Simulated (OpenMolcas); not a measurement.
## Ru⁺: terms and fine structure

```
Program             : OpenMolcas 26.06
Method              : CASSCF
Basis               : ANO-RCC-VTZP [7s6p4d2f1g]
Scalar Hamiltonian  : DKH2, point nucleus
Active space        : 7 electrons in 5 orbitals (4d)
State averaging     : 2S+1 = 4 even, 10 roots; 2S+1 = 2 even, 40 roots
Spin-orbit coupling : RASSI with atomic mean-field integrals over the reference wave functions, term energies averaged over their components
```

Spin-free terms above the lowest, with the occupations of the reference:

```tsv
Configuration	Term	E (cm-1)	Occupations
4d7	4F	0.0	4d 7.00
4d7	4P	11998	4d 7.00
4d7	2G	12636	4d 7.00
4d7	2P	16609	4d 7.00
4d7	2H	16609	4d 7.00
4d7	2D(1)	18152	4d 7.00
4d7	2F	28527	4d 7.00
4d7	2D(2)	45035	4d 7.00
```

With spin-orbit coupling, above the lowest level:

```
Configuration   Term     J  E (cm-1)  Measured (cm-1)  Term weight %    Second
          4d7     4F   9/2       0.0              0.0             99          
          4d7     4F   7/2      1524             1523            100          
          4d7     4F   5/2      2557             2494             99          
          4d7     4F   3/2      3232             3104             99          
          4d7     4P   5/2     12978             8257             99          
          4d7     4P   3/2     13119             8478             85     15 2P
          4d7     2G   9/2     13380                              91      7 2H
          4d7     4P   1/2     14067             9374             94      6 2P
          4d7     2G   7/2     14900                              99          
          4d7     2P   3/2     17518                              62  24 2D(1)
          4d7     2H  11/2     17714                             100          
          4d7     2P   1/2     19101                              94      6 4P
          4d7     2H   9/2     19179                              93      7 2G
          4d7  2D(1)   5/2     19320                              98          
          4d7  2D(1)   3/2     21851                              74     23 2P
          4d7     2F   5/2     29698                              99          
          4d7     2F   7/2     30404                             100          
          4d7  2D(2)   3/2     46302                             100          
          4d7  2D(2)   5/2     47036                              99
```

Against the 6 measured excited levels shown (NIST Handbook of Basic Atomic Spectroscopic Data) the mean absolute deviation is 2400 cm-1; the largest miss in energy is 4d7 4P 5/2: computed 12978, measured 8257 cm-1 (+57.2 %).

Spin-orbit coupling puts the lowest level 1575 cm-1 below the lowest spin-free term.

A least-squares Racah fit to the terms below 60000 cm-1, each weighted by 2L + 1 and with a free common offset, gives B = 795 cm-1 and C = 3135 cm-1 (C/B = 3.95), with an rms deviation of 22 cm-1.

For 4F the intervals divided by the larger J are -269.9, -295.1, -338.7 cm-1. Landé's interval rule makes them equal in pure LS coupling; they differ by 23 % of their mean. The multiplet is inverted.

Configurations with an s electron lie low at this charge and mix in, so terms can be misplaced. Without dynamic correlation excited terms often stand tens of per cent too high (terms of higher spin than the ground term too low), and those without a measured partner can miss by more than the paired ones. Computed and measured levels are paired by configuration, term and J; levels that our copy of the source lacks, or whose pairing is in doubt (as where it misses far off the trend of its configuration), stay unpaired and out of the deviations. Levels of configurations outside the active space are missing.

The term weight is that of the spin-free term in the level, not the purity of its configuration. A number in round brackets counts repeated terms of one configuration in the order of the reference energies.
